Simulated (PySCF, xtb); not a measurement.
1,1-difluoroethane cation (C2H4F2), SMILES FC(F)C (connectivity only; charge and spin as stated), charge +1, multiplicity 2.

Geometry: PBE0-D3(BJ)/def2-SVP. The multiplicity is an assumed one; other spin states were not compared.

The numbers are results of PySCF 2.14.0 with C-PCM-B3LYP/def2-SVP, not measurements.

The values are the electrostatic part of the solvation free energy, E(continuum) − E(gas) at the gas-phase geometry, in a cavity of scaled van der Waals radii (PySCF's table); cavitation and dispersion terms are not included.

Task: Estimate the values in water (ε = 78.36), n-hexane (ε = 1.88), dimethylsulfoxide (ε = 46.83). (An estimate is asked for; the answer gives what the named calculation found.)

Result: 
```csv
solvent,ε,ΔG(elec) (kcal/mol)
water,78.36,-68.1
n-hexane,1.88,-32.2
dimethylsulfoxide,46.83,-67.5
```

For comparison, GFN2-xTB/ALPB(water) (xtb, at the GFN2-xTB geometry, all terms of that model) gives -71.9 kcal/mol.
